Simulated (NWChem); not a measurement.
HSeSI; SMILES S[Se]I

```xyz
4

Se     0.7258    -1.0282     0.0037
I     -0.1184     1.3856     0.0064
S     -1.0692    -2.2596     0.0513
H     -1.2943    -2.3242    -1.2844
```
Atoms are numbered in this order, from 1.

All runs: NWChem. Medium grid unless said otherwise, to which SCAN and Minnesota functionals are sensitive. The geometry was optimised at PBE0/def2-SVP. def2 effective core potentials on I; no spin-orbit coupling. Hybrids' shares of exact exchange are those that their runs print; pure functionals count as 0. The functionals differ in more than this share.

| row | share of exact exchange | highest occupied level (eV) |
|---|---|---|
| PBE/def2-SVP | 0.00 | -5.56 |
| B97-D/def2-SVP | 0.00 | -5.53 |
| B3LYP/def2-SVP | 0.20 | -6.45 |
| r2SCAN0/def2-SVP | 0.25 | -6.97 |
| BHandHLYP/def2-SVP | 0.50 | -7.73 |
| M06-2X/def2-SVP | 0.54 | -7.88 |
| Hartree-Fock/def2-SVP | 1.00 | withheld |

Task: Fit a straight line of the last column on the one before it, predict the withheld value, and compare with the run.

Result: 
1. Means of the 6 shown rows: x = 0.248, y = -6.687. Slope Σ(x − x̄)(y − ȳ)/Σ(x − x̄)² = -1.190/0.2741 = -4.340; intercept -5.609.
2. The shown rows scatter about the line by 0.125 (root mean square); the largest residual is -0.28, at r2SCAN0/def2-SVP.
3. At x = 1.00 (Hartree-Fock/def2-SVP; beyond the shown range) the line gives -9.95.
4. The run gives -9.34, +0.61 from the line, 4.9 times the scatter.
